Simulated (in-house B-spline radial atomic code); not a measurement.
A radial electron density 4πr²n(r) was computed for an atom or ion in its tabulated ground configuration with an all-electron radial atomic-structure program (B-spline basis); method: non-relativistic LC-wPBE, spin-polarised, spherical fractional occupations. Columns: r (bohr), 4πr²n(r) (electrons per bohr), bar.

```
 0.00244   0.9762 #
 0.00291    1.352 ##
 0.00347    1.864 ##
 0.00414    2.555 ###
 0.00493    3.466 ####
 0.00588    4.676 #####
 0.00701    6.238 #######
 0.00835    8.212 #########
 0.00995    10.66 ############
  0.0119    13.68 ################
  0.0141    16.99 ####################
  0.0169    20.89 ########################
  0.0201    24.76 #############################
   0.024    28.49 #################################
  0.0286     31.5 ####################################
   0.034    33.33 ######################################
  0.0406    33.68 #######################################
  0.0484    32.47 #####################################
  0.0577     30.2 ###################################
  0.0687    27.88 ################################
  0.0819    26.77 ###############################
  0.0976    27.89 ################################
   0.116     31.2 ####################################
   0.139    35.57 #########################################
   0.165    38.19 ############################################
   0.197    37.08 ###########################################
   0.235    31.66 ####################################
    0.28    24.07 ############################
   0.334    17.77 ####################
   0.398     15.5 ##################
   0.474    16.91 ###################
   0.565    19.14 ######################
   0.674    19.04 ######################
   0.803    15.72 ##################
   0.958    10.58 ############
    1.14    5.839 #######
    1.36    2.582 ###
    1.62   0.9219 #
    1.93   0.2609 
     2.3  0.05656 
    2.75 0.008592
```

**Question.** Which atom or ion is it?
A. Co5+
B. Ni6+
C. Ga6+
D. Ni5+

**Answer.** D. The area under the curve, ∫4πr²n dr = ∫r·4πr²n d(ln r) on this logarithmic grid, is 23 electrons, which only this option has. The configuration is [Ar] 3d5.
